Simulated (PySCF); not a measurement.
Planning an excited-state job on `N1C[C@@H]2[C@@H](C[C@H]2F)C1`.

Method: TDDFT PBE0/def2-SVPD, vertical, gas phase, core orbitals frozen in the response (PySCF 2.14.0, density-fitted response routines). Geometry: GFN2-xTB. Work: 6 singlets by full TDDFT, 2 Tamm–Dancoff triplets, polarisability, density fitting. A driver script takes a list of jobs; this job's settings line and coordinates (Å) are shown.

Command:
```bash
OMP_NUM_THREADS=1 python probes_run.py task.json out
```

Input:
```
{"job": {"kind": "uv", "xc": "PBE0", "basis": "def2-SVPD", "nstates": 6, "ntriplets": 2}, "charge": 0, "multiplicity": 1}
F     -1.429383    -2.399931    -0.516343
C     -0.861551    -1.319015     0.114634
C     -1.625653    -0.006764    -0.099168
C     -0.381998     0.605813    -0.770800
C      0.426296     1.579052     0.101399
N      1.195203     0.770680     1.039083
C      1.558229    -0.423601     0.287941
C      0.360851    -0.741159    -0.616645
H     -0.695960    -1.626021     1.152980
H     -1.960505     0.487010     0.811466
H     -2.471599    -0.132089    -0.770754
H     -0.539061     0.983215    -1.778339
H      1.136964     2.125482    -0.526113
H     -0.198098     2.299364     0.628898
H      0.603119     0.508915     1.822169
H      1.821295    -1.241914     0.957519
H      2.427658    -0.179013    -0.329376
H      0.625430    -1.283705    -1.520207
```

Hardware: an Arm Neoverse V2 with one thread, no GPU (shared host). PySCF's memory limit was set to 1200 MB.

The basis has 243 functions.

**Question.** How long does the run take?

**Answer.** About 39 s. The SCF took 13 cycles.

**Question.** Estimate the peak memory.

**Answer.** About 0.91 GiB. Peak memory is the resident size of the whole Python process, interpreter and libraries included.

**Question.** At this speed, how long would 1000 such jobs take on 32 cores, one job a core?

**Answer.** 1000/32 gives 32 rounds of 39 s, about 21 min of wall time and 11 core-hours, if the jobs don't slow each other.

The host was shared with other jobs, so the times are rough.

The run converged: HOMO -6.81 eV, LUMO 0.67 eV; lowest singlet 6.19 eV; lowest triplet 5.96 eV (Tamm–Dancoff); mean polarisability 72.9 au.
